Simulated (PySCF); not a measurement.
The vertical singlet excitations below were computed for one of the candidates. Theory: TDDFT PBE0/def2-SVPD, vertical, gas phase, core orbitals frozen in the response in PySCF 2.14.0, density-fitted response routines. Geometries: GFN2-xTB, one conformer each.

```csv
state,ν̃ (cm⁻¹),f,"main configurations (H = HOMO, L = LUMO)"
S1,44330,0.269,"H→L (70%), H-1→L (21%)"
S2,45210,0.096,"H-1→L (74%), H→L (20%)"
S3,48200,0.0018,"H→L+2 (56%), H→L+1 (35%)"
S4,51380,0.0069,"H→L+1 (62%), H→L+2 (31%)"
S5,56500,0.0073,H→L+3 (96%)
S6,58210,0.021,H→L+4 (70%)
```

Orbital energies (eV): HOMO-3 -9.51, HOMO-2 -9.19, HOMO-1 -7.85, HOMO -6.60, LUMO -0.56, LUMO+1 0.69, LUMO+2 1.13.

**Question.** Which structure fits? All have the formula C7H10.
A. `CC1=CC=C(C)C1`
B. `CC#CC1CCC1`
C. `C=C=C=CCCC`
D. `C#C/C=C(/C)CC`

**Answer.** D. Its S1 lies at 5.50 eV; the nearest of the others has S1 at 4.73 eV. S1 is HOMO→LUMO (70%), HOMO-1→LUMO (21%). Löwdin shares by element: HOMO carbon 82% or more (atoms not listed hold the other 18%); LUMO carbon 76% or more (atoms not listed hold the other 24%). At the same level the other candidates give, for their lowest levels:
- `CC#CC1CCC1`: 6.46 eV (f 0.001); 6.59 eV (f 0.002); 6.60 eV (f 0.016); 6.71 eV (f 0.012); 6.72 eV (f 0.001); T1 5.38 eV; HOMO -7.02, LUMO 0.74 eV
- `CC1=CC=C(C)C1`: 4.73 eV (f 0.145); 5.43 eV (f 0.000); 5.96 eV (f 0.000); 6.43 eV (f 0.000); 6.67 eV (f 0.001); T1 2.89 eV; HOMO -5.75, LUMO -0.29 eV
- `C=C=C=CCCC`: 4.19 eV (f 0.000); 5.26 eV (f 0.557); 5.71 eV (f 0.003); 6.51 eV (f 0.002); 6.97 eV (f 0.005); T1 2.70 eV; HOMO -6.69, LUMO -1.33 eV

The values belong to the conformer `[CH:1]#[C:2]/[CH:3]=[C:4](/[CH3:5])[CH2:6][CH3:7]`: C3–C4–C6–C7 91°.
Triplets come from the Tamm–Dancoff approximation.
